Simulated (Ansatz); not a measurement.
Reaction (ligand exchange at the Si–O bond): `[SiH3]O[Si]Br` + `N=C(O)CO` → `OC/C(O)=N\[SiH3]` + `O[Si]Br`

Calculated with Ansatz (gas phase, PBE0-D4/def2-TZVP geometries, no zero-point term in ΔE). CBS: MP2 limit from def2 TZ/QZ plus the TZ coupled-cluster correction, frozen cores. Functionals use def2-TZVPP. B3LYP here is the variant with VWN-RPA as its local correlation; programs differ in this. For Br outer-core shells are correlated without core-valence functions, which leaves a few kJ/mol of doubt a bond. Scalar relativity is left out up to krypton. Each species was taken in one conformer, which may not be the lowest.

`[SiH3]O[Si]Br`:

Z-matrix (Å, degrees):
```
Si
O 1 1.663
H 1 1.482 2 109.6
H 1 1.482 2 109.5 3 121.3
H 1 1.481 2 106.8 3 -119.3
Si 2 1.626 1 144.1 3 -59.9
Br 6 2.293 2 101.7 1 -0.0
```

`N=C(O)CO`:

Z-matrix (Å, degrees):
```
C
O 1 1.402
C 1 1.506 2 113.4
H 1 1.091 2 107.5 3 120.8
H 1 1.101 2 111.5 3 -121.4
H 2 0.962 1 107.7 3 46.7
O 3 1.346 1 110.7 2 -41.6
N 3 1.260 1 129.1 2 140.8
H 7 0.967 3 106.7 1 -179.6
H 8 1.015 3 111.5 1 -3.8
```

`OC/C(O)=N\[SiH3]`:

Cartesian coordinates in Å:
```
O -0.984 -1.426 -0.128
C 0.412 -1.441 -0.187
C 1.030 -0.073 -0.028
O 2.368 -0.174 -0.126
N 0.467 1.030 0.167
Si -1.190 1.460 0.388
H -1.333 -1.069 -0.949
H 0.769 -2.068 0.635
H 0.795 -1.888 -1.112
H 2.716 0.721 -0.002
H -2.046 1.095 -0.780
H -1.232 2.942 0.492
H -1.772 0.892 1.630
```

`O[Si]Br`:

Cartesian coordinates in Å:
```
O -0.489 -0.401 -0.917
Si -0.670 0.909 0.044
Br 0.970 0.551 1.601
H 0.189 -1.059 -0.728
```

(1) Is it downhill or uphill in electronic energy at CCSD(T)/CBS, and by how much? (Estimate.)

(2) What do these levels give: PBE-D4, r2SCAN-D4, PBE0-D4, B3LYP-D4, ωB97X-V, ωB97M-V, PBE, r2SCAN, PBE0, CCSD/def2-TZVPP, CCSD(T)/def2-TZVPP, MP2/CBS(def2)? (Best estimate.)

Largest T1 diagnostic among the species: 0.013.

## Answers

(1) Ansatz gave: Uphill: ΔE = +12.0 kcal/mol.

(2) The calculation gave: PBE-D4 9.0, r2SCAN-D4 10.2, PBE0-D4 9.9, B3LYP-D4 11.4, ωB97X-V 11.1, ωB97M-V 10.8, PBE 9.2, r2SCAN 10.3, PBE0 10.0, CCSD/def2-TZVPP 12.8, CCSD(T)/def2-TZVPP 12.2, MP2/CBS(def2) 11.4 kcal/mol.

From PBE to PBE0 (25 % exact exchange), in def2-TZVPP and without D4, ΔE moves by +0.8 kcal/mol. In def2-TZVPP, CCSD(T) changes the Hartree–Fock value by −2.5 kcal/mol (the triples alone add −0.6 kcal/mol) and MP2 by −3.1 kcal/mol.
